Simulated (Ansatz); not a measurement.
Two members of one family (AlSb nanocrystals, H-capped) that differ in charge, which shifts all levels, computed with Ansatz in the gas phase; def2 core potentials for Sb, no spin–orbit coupling. The structures are stationary points that may keep the symmetry of their start.

First: Al4Sb5H16⁺, cut from zinc blende, disc (singlet, charge 1, PBE-D4/def2-SVP geometry).

```xyz
25

Al    0.667   -2.543    0.750
Al   -1.295    1.520    2.647
Al    2.811    1.650   -0.563
Al   -1.667    0.458   -2.116
Sb    2.798   -1.025    0.068
Sb   -0.563   -1.130    2.699
Sb   -0.990   -2.063   -1.353
Sb   -2.582    1.467    0.219
Sb    0.778    1.572   -2.413
H     0.931   -4.086    1.025
H     0.067    2.292    2.347
H    -2.392    1.746    3.776
H     4.166    1.967   -1.334
H     2.147    2.350    0.707
H    -2.647    0.514   -3.367
H     3.922   -1.305    1.327
H     3.589   -1.948   -1.135
H     0.405   -1.412    4.081
H    -1.878   -2.125    3.154
H    -2.425   -2.965   -1.132
H    -0.395   -2.903   -2.718
H    -4.145    0.788    0.367
H    -3.076    3.053   -0.184
H     1.330    0.962   -3.913
H     0.444    3.165   -2.939
```

```tsv
level	HOMO (eV)	LUMO (eV)	gap (eV)
PBE-D4/def2-SVP	-9.72	-5.72	4.00
r2SCAN-D4/def2-SVP	-10.00	-5.64	4.37
PBE0-D4/def2-SVP	-10.72	-5.07	5.65
```

Second: Al5Sb5H18, cut from zinc blende, disc (singlet, charge 0, PBE-D4/def2-SVP geometry).

```xyz
28

Al    2.992    0.032   -2.098
Al    3.895    1.948    2.364
Al   -1.259   -1.189   -3.218
Al   -4.921   -0.579    0.039
Al   -0.528    1.482    0.391
Sb    0.440   -0.386   -1.248
Sb    1.193    1.511    2.477
Sb    4.307    0.226    0.297
Sb   -2.766    0.378    1.434
Sb   -3.421   -1.989   -1.741
H     3.527   -1.293   -2.822
H     3.042    1.503   -2.730
H     4.545    1.399    3.719
H     4.052    3.437    1.798
H    -0.661   -2.497   -3.923
H    -1.736    0.130   -3.992
H    -5.744   -1.551    1.006
H    -5.522    0.693   -0.726
H    -0.784    2.937   -0.214
H     0.542   -1.726   -0.175
H     0.960   -0.038    3.176
H     0.471    2.393    3.763
H     4.311   -1.339    1.003
H     5.997    0.280   -0.007
H    -2.143   -0.923    2.362
H    -3.263    1.330    2.774
H    -2.970   -3.426   -0.919
H    -4.554   -2.741   -2.790
```

Problem. What does the change do? Estimate second minus first.

Solution. 
| level | Δ HOMO (eV) | Δ LUMO (eV) | Δ gap (eV) |
| --- | --- | --- | --- |
| PBE-D4/def2-SVP | 3.52 | 3.26 | -0.26 |
| r2SCAN-D4/def2-SVP | 3.53 | 3.28 | -0.26 |
| PBE0-D4/def2-SVP | 3.60 | 3.27 | -0.33 |
